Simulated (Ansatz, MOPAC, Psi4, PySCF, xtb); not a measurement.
Complex: NH3 (SMILES N) (first 4 atoms) with ClH3Si (SMILES [SiH3]Cl); geometry from B3LYP-D3(BJ)/def2-TZVP, rigid monomers moved along the line of their centres of mass till N1···Si5 is 4.28 Å.
(charge 0, multiplicity 1):
```xyz
9

N     -0.09384    -0.07481     0.31170
H     -0.30931     0.89875     0.49351
H      0.52875    -0.11158    -0.48725
H     -0.96142    -0.52831     0.04872
Si     0.28629    -1.20401     4.42213
Cl    -1.46837    -0.10231     4.58335
H      0.56861    -1.67885     5.79664
H      1.39031    -0.33806     3.97936
H      0.07467    -2.36869     3.54830
```

Interaction energies are E(AB) − E(A) − E(B) at the monomers' geometry in the complex; basis-set methods are counterpoise corrected. Rows marked so take none.

Correlated levels freeze the cores. Rows in 3-21G, STO-3G carry no dispersion term and start afresh at each structure. The state reached by PM7 isn't checked; PM7 holds dispersion and hydrogen-bond terms.

Programs: Ansatz (a program for electronic structure); MOPAC for PM7 (differences of heats of formation); Psi4 for SAPT; PySCF for 3-21G rows, STO-3G rows, the dispersion terms; xtb for the GFN methods. Each number belongs to the level named beside it.

```json
[
 {"level": "PM7", "interaction energy (kcal/mol)": "-1.63"},
 {"level": "GFN1-xTB", "interaction energy (kcal/mol)": "-0.82"},
 {"level": "HF/STO-3G (no counterpoise)", "interaction energy (kcal/mol)": "-1.30"},
 {"level": "PBE-D4/def2-TZVPPD", "interaction energy (kcal/mol)": "___"},
 {"level": "r2SCAN-D4/def2-TZVPPD", "interaction energy (kcal/mol)": "-1.43"},
 {"level": "B3LYP/3-21G (no counterpoise)", "interaction energy (kcal/mol)": "___"},
 {"level": "B3LYP-D4/def2-TZVPPD", "interaction energy (kcal/mol)": "-1.43"},
 {"level": "wB97X-V/def2-TZVPPD", "interaction energy (kcal/mol)": "-1.50"},
 {"level": "SAPT0/jun-cc-pV(D+d)Z", "interaction energy (kcal/mol)": "-1.50"}
]
```

Q: Complete the blanks.

A: 
- PBE-D4/def2-TZVPPD, interaction energy (kcal/mol): -1.59
- B3LYP/3-21G (no counterpoise), interaction energy (kcal/mol): -3.49
